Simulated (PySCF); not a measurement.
# Ionisation energy of P⁺ by level of theory

P⁺ [Ne] 3s2 3p2 (3P) → P²⁺ [Ne] 3s2 3p1 (2P), as a difference of total energies. All numbers are calculated (PySCF 2.14, no relativity, point nucleus, in def2-TZVP (5s5p2d1f, 37 functions)). Correlated levels: valence: [Ne] frozen. The calculations carry no spin-orbit coupling.

| method | ionisation energy (eV) |
| --- | --- |
| UHF | 19.164 |
| TPSS | 19.833 |
| LDA | 19.824 |
| MP2 (valence) | 19.596 |
| SCS-MP2 (valence) | 19.508 |
| CCSD (valence) | 19.636 |
| CCSD(T) (valence) | 19.670 |

Task: How much does correlation contribute at CCSD(T) (valence)?

Result: 19.670 − (19.164) = 0.506 eV, measured against UHF.

The reference lies between the lowest fine-structure levels, while these numbers refer to the centres of the terms.

Errors of the correlated levels include the incompleteness of this basis and the frozen core.

For comparison: 19.769 eV (semi-empirical (NIST evaluation); NIST Atomic Spectra Database, ionization energies).
